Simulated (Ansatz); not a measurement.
Start from `[OH][SnH2][Cl]` and change one atom or group to get `[SH][SnH2][Cl]`.

Ansatz, PBE0-D4/def2-TZVP geometries, multiplicity 1. Each molecule was computed in one conformer, which needn't be the lowest.

Elements past krypton have def2 core potentials.

```json
{"property": "size of the dipole moment (PBE/def2-TZVPP) / D", "`[OH][SnH2][Cl]`": "1.80"}
{"property": "HOMO–LUMO gap (PBE/def2-TZVPP) / eV", "`[OH][SnH2][Cl]`": "5.39"}
{"property": "LUMO energy (PBE0/def2-TZVPP) / eV", "`[OH][SnH2][Cl]`": "-0.86"}
{"property": "HOMO energy (ωB97M-V/def2-TZVPP) / eV", "`[OH][SnH2][Cl]`": "-10.99"}
{"property": "HOMO–LUMO gap (B3LYP/def2-TZVPP) / eV", "`[OH][SnH2][Cl]`": "7.29"}
{"property": "HOMO energy (PBE0/def2-TZVPP) / eV", "`[OH][SnH2][Cl]`": "-8.73"}
```

Problem. What does the change do to each property? (Estimate.)

Solution. The calculation gave: 
| property | `[SH][SnH2][Cl]` | shift |
| --- | --- | --- |
| size of the dipole moment (PBE/def2-TZVPP) / D | 2.04 | 0.24 |
| HOMO–LUMO gap (PBE/def2-TZVPP) / eV | 4.48 | -0.91 |
| LUMO energy (PBE0/def2-TZVPP) / eV | -1.16 | -0.30 |
| HOMO energy (ωB97M-V/def2-TZVPP) / eV | -9.98 | 1.01 |
| HOMO–LUMO gap (B3LYP/def2-TZVPP) / eV | 6.07 | -1.22 |
| HOMO energy (PBE0/def2-TZVPP) / eV | -7.79 | 0.94 |

With PBE0 the HOMO rises by 0.94 eV and the LUMO falls by 0.30 eV, so the gap narrows by about 1.24 eV. PBE moves the HOMO by 0.64 eV and ωB97M-V by 1.01 eV. Dipoles are sizes alone; their direction can turn.

B3LYP here is the variant with VWN-RPA as its local correlation; programs differ in this.
